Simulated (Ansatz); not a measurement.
Ideal-gas functions of CH₄BInO (`[InH2][CH]1BO1`) at 500 K and 1 bar, from an Ansatz frequency run at PBE0-D4/def2-TZVP.

Molar mass 157.67 g/mol, point group C1 (symmetry number 1), electronic degeneracy 1, moments of inertia 27.582, 264.443, 268.79 u Å². Harmonic wavenumbers (cm⁻¹, unscaled): 126, 177, 188, 348, 505, 521, 587, 677, 769, 878, 978, 1080, 1210, 1443, 1816, 1827, 2739, 3103.

Use S(trans) = R[1.5 ln M + 2.5 ln T − 1.1517]; rotational temperatures θ = 24.2544 K / I; S(rot) = R[ln(√π/σ · √(T³/θAθBθC)) + 1.5]; for each mode x = 1.438777 ν̃/T, S = R[x/(eˣ − 1) − ln(1 − e⁻ˣ)] and H = RT x/(eˣ − 1); 1 cm⁻¹ = 0.0119627 kJ/mol; R = 8.31446 J/(mol·K).

Task: By hand: the entropy, in J/(mol·K).

Result: Translation 182.7. Rotation: θ = 0.8794, 0.0917, 0.0902 K, giving 115.2. Vibration, mode by mode: 16.80, 14.01, 13.52, 8.64, 5.90, 5.68, 4.88, 3.97, 3.22, 2.52, 2.01, 1.59, 1.18, 0.68, 0.28, 0.27, 0.03, 0.01, in all 85.2. Electronic 0.0. Sum 383.1 J/(mol·K).

Task: By hand: H − E and G − E in kJ/mol, counted from the electronic energy.

Result: Zero-point energy ½ × 18972 × 0.0119627 = 113.5; thermal vibration 23.1; translation, rotation and pV give 4 RT = 16.6. H − E = 153.2 kJ/mol, and G − E = 153.2 − 500 × 383.1/1000 = -38.4 kJ/mol.

Vibration gives 22 % of the entropy, 16.8 J/(mol·K) of it from the mode under 150 cm⁻¹: soft modes count most, and the harmonic formula is weakest for them. The sum counts one conformer and one mirror image; others add a mixing term.
